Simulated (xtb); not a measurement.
SiFI, SMILES F[Si]I (connectivity only; charge and spin as stated), neutral, multiplicity 1. All values are semi-empirical tight-binding results from xtb (GFN2-xTB unless named), good for trends rather than for accurate numbers. Coordinates come from a GFN2-xTB optimisation.

Optimised geometry:

Bonds (Å): Si1–F2 1.620, Si1–I3 2.475. Angles (°): F2–Si1–I3 97.5.
Charge 0, spin multiplicity 1.

Question: Estimate the properties. (The exact figures need the calculation; the answer reports its results.)

Answer: 
```yaml
point_group_as_xtb_finds_it: Cs
orbital_gap: 2.82 eV
zero_point_energy: 1.9 kcal/mol
G − E(el) at 298.15 K (modified RRHO): -16.1 kcal/mol
static polarisability (D4 model): 66.9 bohr³
solvation energy, GFN2-xTB/ALPB(water): -0.1 kcal/mol
solvation energy, GFN2-xTB/ALPB(benzene): -2.4 kcal/mol
```

Computed atomic charges and the Wiberg bond orders between heavy atoms:
charges (e) Si1 0.49, F2 -0.27, I3 -0.23. Bond orders Si1–F2 1.19, Si1–I3 1.36.
